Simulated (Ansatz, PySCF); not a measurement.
Process, species as SMILES: [BH3-][NH3+] → [BH3-]N + H+
Each molecule is optimised on its own at B3LYP-D3(BJ)/def2-TZVP (Ansatz, a quantum-chemistry and plane-wave program).

Property: gas-phase deprotonation energy (electronic energy difference), in eV. Cores are frozen in the correlated levels unless marked. No spin-orbit coupling. No relativistic terms. Anions need diffuse functions: aug- sets have them; def2-D sets add few; the other sets have none. CBS marks a two-point X^-3 extrapolation of the correlation energy; Hartree-Fock from the larger set. The bracket is a focal-point correction in the basis named.

| level | program | gas-phase deprotonation energy (eV) |
|---|---|---|
| HF/6-31G | Ansatz | 16.45 |
| HF/cc-pwCVTZ | Ansatz | 16.20 |
| PBE/def2-TZVPD | Ansatz | 15.72 |
| PBE-D3(BJ)/def2-TZVPD | Ansatz + dftd3 | 15.74 |
| M06-L/def2-TZVPD | PySCF | 15.96 |
| TPSSh-D4/def2-TZVPD | PySCF + dftd4 | 15.92 |
| MN15-D3(BJ)/def2-TZVPD | PySCF + dftd3 | 15.73 |
| MP2/def2-TZVPPD | Ansatz | 15.81 |
| RI-MP2/aug-cc-pVTZ | Ansatz | 15.78 |
| SCS-MP2/aug-cc-pVDZ | Ansatz | 15.80 |
| SCS-MP2/def2-SVPD | Ansatz | 15.88 |
| SCS-MP2/def2-TZVPP | Ansatz | 16.00 |
| CCSD(T)/def2-SVPD | Ansatz | 15.86 |
| CCSD(T)/def2-TZVPPD | Ansatz | 15.88 |
| RI-MP2/CBS(aug-cc-pVTZ,aug-cc-pVQZ)+[CCSD(T)-MP2]/aug-cc-pVTZ | Ansatz | 15.85 |
